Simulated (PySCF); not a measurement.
**Löwdin shares of the frontier orbitals**

GeH9NOSi2.
Z-matrix (Å and degrees, PBE0-D3(BJ)/def2-SVP geometry), rows numbered from 1:
```
Si
O   1  1.6590
Si  2  1.6672  1  136.04
N   3  1.7261  2  112.58  1   -15.03
Ge  4  1.8434  3  127.87  2    88.88
H   1  1.4897  2  108.36  3  -167.55
H   1  1.4950  2  110.88  3    72.70
H   1  1.4967  2  110.90  3   -47.73
H   3  1.4887  2  106.76  1  -135.15
H   3  1.4891  2  108.08  1   104.11
H   4  1.0164  3  116.78  2   -83.26
H   5  1.5408  4  109.60  3   130.99
H   5  1.5426  4  110.84  3  -108.48
H   5  1.5360  4  105.99  3    11.18
```

Computed with PySCF, TDDFT PBE0/def2-SVPD, vertical, gas phase, core orbitals frozen in the response. The PBE0/def2-SVPD calculation is non-relativistic and has no spin–orbit coupling, an omission that weighs most on germanium.

Frontier orbitals with the atoms that hold most of them (Löwdin shares over 4%, at most four atoms; ? is withheld):

| orbital | ε (eV) | atoms |
| --- | --- | --- |
| LUMO+2 | 0.37 | Ge5 36%, H12 13%, H13 12%, N4 9% |
| LUMO+1 | 0.27 | Si1 22%, Ge5 15%, O2 10%, H8 8% |
| LUMO | -0.12 | ? |
| HOMO | ? | ? |
| HOMO-1 | -8.43 | O2 35%, Si3 13%, Si1 13%, H10 10% |
| HOMO-2 | -9.03 | O2 26%, Si1 25%, H6 19%, H7 8% |
| HOMO-3 | -9.54 | Si1 18%, Si3 15%, H8 14%, H9 11% |

Task: Give the leading atoms of the LUMO.

Result: Ge5 (bonded to N and 3 H) 24%; Si3 (bonded to N, O and 2 H) 14%; Si1 (bonded to O and 3 H) 10%; H11 (bonded to N) 10%. By element: silicon 24%, germanium 24%, hydrogen 10% or more.

Task: Give the leading atoms of the HOMO.

Result: N4 (bonded to Ge, Si and H) 57%; Ge5 (bonded to N and 3 H) 12%; O2 (bonded to 2 Si) 7%; H13 (bonded to Ge) 6%.

Task: What is the HOMO energy, and the HOMO–LUMO gap?

Result: ε(HOMO) = -7.65 eV; the gap is 7.52 eV (0.2764 hartree).

Task: The HOMO–LUMO gap is 7.52 eV. Where does the response calculation put the lowest singlet, and from which orbitals?

Result: S1 is at 6.19 eV (f = 0.014), 1.33 eV below the gap, made of HOMO→LUMO (94%). Without the coupling terms of the response equations the lowest excitation would equal the gap.

Task: One configuration dominates each of S1, S3 and S4. Which, and how do the shares of the two leading atoms of either orbital change from the occupied to the empty one?

Result: 
- S1 (6.19 eV, f 0.014), HOMO→LUMO (94%): N4 57% → at most 10%, Ge5 12% → 24%, Si3 at most 7% → 14%
- S3 (6.95 eV, f 0.036), HOMO→LUMO+1 (74%): N4 57% → at most 9%, Ge5 12% → 15%, Si1 at most 7% → 22%
- S4 (7.10 eV, f 0.0022), HOMO-1→LUMO (75%): O2 35% → at most 10%, Si3 13% → 14%, Ge5 at most 11% → 24%

One conformer stands for the species.
